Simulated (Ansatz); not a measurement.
`CC1=N[SiH2]1` + HCl → `ClC1=N[SiH2]1` + CH₄ at 700 K and 1 bar (substitution at a C–C bond).

Calculated with Ansatz (gas phase, PBE0-D4/def2-TZVP geometries, no zero-point term in ΔE). CCSD(T)/CBS is the MP2 limit (def2-TZVPP, def2-QZVPP) plus CCSD(T) − MP2 in def2-TZVPP, frozen cores. This one scheme is used for every species.

| species | CCSD(T)/CBS energy (Eh) | H − E (kJ/mol) | S (J/(mol·K)) |
| --- | --- | --- | --- |
| `CC1=N[SiH2]1` | -422.83819 | 228.9 | 391.3 |
| HCl | -460.38127 | 38.4 | 211.8 |
| `ClC1=N[SiH2]1` | -842.74843 | 122.1 | 369.5 |
| CH₄ | -40.46206 | 145.9 | 224.0 |

H − E and S are ideal-gas, rigid-rotor, harmonic terms from PBE0-D4/def2-TZVP. 1 Eh = 2625.50 kJ/mol, R = 8.31446 J/(mol·K).

By hand: ΔE, ΔH, ΔS and ΔG.

ΔE = (-842.74843) + (-40.46206) − (-422.83819) − (-460.38127) = 0.00897 Eh = 23.6 kJ/mol. Δ(H − E) = 122.1 + 145.9 − 228.9 − 38.4 = 0.7, so ΔH = 24.3 kJ/mol. ΔS = 369.5 + 224.0 − 391.3 − 211.8 = -9.6 J/(mol·K). ΔG = 24.3 − 700 × (-9.6)/1000 = 31.0 kJ/mol.

By hand: the equilibrium constant, and the temperature at which ΔG would vanish if ΔH and ΔS stayed fixed.

log₁₀ K = −ΔG/(RT ln 10) = -2.3. ΔH and −TΔS have one sign here, so there is no such temperature.

The number of gas molecules stays the same, so ΔS is small and ΔH decides. A doubt of 5 kJ/mol in ΔE shifts log₁₀ K by 0.4 here. These are equilibria of isolated gas molecules and say nothing of rates. Largest T1 diagnostic: 0.015 (customary marks: 0.02 for closed shells, 0.045 for open ones).
